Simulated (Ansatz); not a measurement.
Program: Ansatz. Geometries: PBE0-D4/def2-TZVP. ΔE: electronic, gas phase. CCSD(T)/CBS adds triple-zeta CCSD(T) − MP2 to the extrapolated MP2 energy (def2 sets, frozen cores). This one scheme is used for every species. DFT in def2-TZVPP. def2 core potentials past Kr. For In outer-core shells are correlated without core-valence functions, which leaves a few kJ/mol of doubt a bond. One conformer a species, not always the lowest.

`[InH3]` + `CC[N](C)[Al]([Cl])[Cl]` → `CC[N](C)[InH2]` + `[Cl][AlH][Cl]`  (redistribution)

Task: Is it downhill or uphill in electronic energy at CCSD(T)/CBS, and by how much? (An estimate is asked.)

Result: The calculation gave: Uphill: ΔE = +59.2 kJ/mol.

Task: What do these levels give: PBE-D4, r2SCAN-D4, r2SCAN, PBE0, SCS-MP2/def2-QZVPP, CCSD/CBS(def2)? (An estimate is asked.)

Result: Computed: PBE-D4 64.0, r2SCAN-D4 71.3, r2SCAN 69.9, PBE0 70.2, SCS-MP2/def2-QZVPP 62.9, CCSD/CBS(def2) 63.1 kJ/mol.

Largest T1 diagnostic among the species: 0.016.

In def2-TZVPP, CCSD(T) changes the Hartree–Fock value by −17.9 kJ/mol (the triples alone add −3.8 kJ/mol) and MP2 by −20.2 kJ/mol. From PBE to PBE0 (25 % exact exchange), in def2-TZVPP and without D4, ΔE moves by +8.8 kJ/mol.
